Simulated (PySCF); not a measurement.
**Worked example: entropy of an ideal gas**

Si(F)(Cl)2(OH) (Cl2FHOSi), SMILES [Si](Cl)(O)(Cl)F.

Geometry: B3LYP-D3(BJ)/def2-SVP. The values are those of a single conformer.

B3LYP-D3(BJ)/def2-SVP (PySCF) gives the harmonic wavenumbers 132, 176, 232, 272, 298, 317, 508, 627, 790, 902, 992, 3870 cm⁻¹ and the rotational temperatures 0.1400, 0.0909, 0.0781 K. The molar mass is 134.99 g/mol, the symmetry number 1, the spin multiplicity 1.

Task: Work out the entropy at 298.15 K and 1 atm in the rigid-rotor, harmonic-oscillator model.

Result: 
Translation (Sackur–Tetrode at 1 atm): S = R[1.5 ln M + 2.5 ln T − 1.16487] = 169.9 J/(mol K).
Rotation: q = (√π/σ) T^1.5/√(θA θB θC) = 289000, S = R[ln q + 3/2] = 117.0 J/(mol K).
Vibration: with u = 1.4388 ν/T, each mode gives R[u/(e^u − 1) − ln(1 − e^−u)]:
```tsv
ν (cm⁻¹)	modes	u	S (J/(mol K))
132	1	0.64	12.20
176	1	0.85	9.92
232	1	1.12	7.80
272	1	1.31	6.63
298	1	1.44	5.98
317	1	1.53	5.55
508	1	2.45	2.67
627	1	3.03	1.70
790	1	3.81	0.90
902	1	4.35	0.58
992	1	4.79	0.40
```
The stiffer modes add less than 0.005 each. Sum 54.3 J/(mol K).
Spin: R ln 1 = 0.0 J/(mol K).
Total 341.3 J/(mol K); the program's own thermochemistry gives 341.3. Translation makes up 50 % and vibration 16 %. Anharmonicity, hindered rotation and orbital degeneracy are left out.
